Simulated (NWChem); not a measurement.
**Polarisability of ClGa**

```
Ga
Cl 1 2.2333
```
Charge 0, spin multiplicity 1.

The numbers come from NWChem runs, not from measurements. The geometry was optimised at B3LYP/def2-SVP, a minimum by its harmonic frequencies.

Basis set: aug-cc-pVDZ. The field's frequency is 0.0428 Ha (1065 nm).

The Hamiltonian is non-relativistic. The correlated methods keep 14 core orbitals frozen. B3LYP has NWChem's definition, with VWN1-RPA local correlation. The structure started from a generated list of species. Coupled-cluster values serve here as a point of comparison, not as the truth.

Question: Order these methods by the isotropic polarisability they give, lowest first: PBE0, B3LYP, HF, CCSD linear response, PBE.

Answer: B3LYP (49.30 bohr³), PBE0 (49.47 bohr³), HF (50.16 bohr³), PBE (50.44 bohr³), CCSD linear response (50.94 bohr³)
